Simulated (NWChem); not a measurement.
Molecule: CdNH$_{2}$Br; SMILES [NH2][Cd][Br]

```xyz
5

Cd     0.4002    -0.5416     0.0117
Br    -0.3076     1.7646     0.0315
N      1.1442    -2.4091     0.0103
H      1.1009    -2.8386    -0.9138
H      0.6317    -3.0319     0.6347
```
Atoms are numbered in this order, from 1.

Level: PBE0/def2-SVP with def2 effective core potentials on Cd (NWChem), optimised geometry, unscaled harmonic frequencies. This build's default masses of Se (78.918 u) and Br (79.917 u) are each other's, which moves their modes by up to 0.6 %. def2 effective core potentials on Cd; no spin-orbit coupling.

```tsv
frequency (cm⁻¹)	IR intensity (km/mol)
104	2.7
106	3.5
257	11.1
531	121.9
616	34.0
794	20.1
1535	5.7
3534	11.8
3631	10.4
```

| Item | Value |
|---|---|
| zero-point energy | 15.9 kcal/mol |
| thermal correction to the enthalpy at 298.15 K (with zero-point energy) | 19.7 kcal/mol |
| heat capacity Cv | 14.5 cal/(mol K) |
| entropy at 298.15 K and 1 atm (symmetry number 1) | 75.7 cal/(mol K) |

Rigid rotor and harmonic oscillator.
